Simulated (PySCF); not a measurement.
# Ionisation energy of In by level of theory

In [Kr] 4d10 5s2 5p1 (2P) → In+ [Kr] 4d10 5s2 (1S), as a difference of total energies. Calculation: PySCF 2.14, in aug-cc-pV5Z-PP with ECP28MDF; scalar relativity through the core potential. Correlated levels: valence: 4s2 4p6 4d10 frozen. The calculations carry no spin-orbit coupling.

| method | ionisation energy (eV) |
| --- | --- |
| UHF | 5.220 |
| LDA | 5.720 |
| PBE | 5.596 |
| PBE0 | 5.625 |
| r2SCAN | 5.724 |
| BP86 | 5.733 |
| revPBE | 5.551 |
| r2SCANh | 5.728 |
| MP2 (valence) | 5.436 |
| SCS-MP2 (valence) | 5.424 |

How much does correlation contribute at MP2 (valence)?

5.436 − (5.220) = 0.216 eV, measured against UHF.

For comparison: 5.603 eV (measured; NIST levels, between the centres of gravity of the two terms).
